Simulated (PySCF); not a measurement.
**[NiCl5]3-: what the settings change**

[NiCl5]3-: Ni(II) (d8), charge -3. The structure is a PBE0-D3(BJ)/def2-TZVP, IEF-PCM water geometry optimised for multiplicity 3; coordination square pyramidal, point group C2v, metal–donor distances 2.37–2.45 Å.

```
6

Ni    0.000    0.000    0.000
Cl    2.425    0.000   -0.332
Cl   -2.425    0.000   -0.332
Cl    0.000    0.000    2.372
Cl    0.000   -2.375   -0.534
Cl    0.000    2.375   -0.534
```

Method (PySCF 2.14, density fitting): CASSCF(8,5) with orbitals averaged over all microstates of the shell, strongly contracted NEVPT2 on the averaged canonical orbitals; basis x2c-TZVPall on the metal, x2c-SVPall elsewhere; spin-free X2C; IEF-PCM water; spin-orbit coupling by state interaction with the mean-field operator over all roots.

Base run: NEVPT2 ground state 3A1, next 3B2 at 2997, then 3B1 at 3678 cm⁻¹, B(CASSCF) 1266, ζ 644 cm⁻¹, D 34.49 cm⁻¹, g 2.311 2.529 2.666, μeff(300 K) 3.70 μB.

Task: What happens with the basis x2c-TZVPall on all atoms?

Result: NEVPT2 ground state 3A1, next 3B2 at 3077, then 3B1 at 3745 cm⁻¹, B(CASSCF) 1266, ζ 644 cm⁻¹, D 33.24 cm⁻¹, g 2.317 2.525 2.654, μeff(300 K) 3.69 μB. It took 25 s against 11 s on a shared host of the same kind.

Task: What happens with orbitals averaged over the highest spin alone?

Result: NEVPT2 ground state 3A1, next 3B2 at 2883, then 3B1 at 3536 cm⁻¹, B(CASSCF) 1272, ζ 646 cm⁻¹, D 35.42 cm⁻¹, g 2.323 2.549 2.690, μeff(300 K) 3.73 μB.

No frequencies were computed for the optimised geometry. NEVPT2 lifts 3B1 from 2408 to 3678 cm⁻¹; on the d shell alone such lifts tend to overshoot.
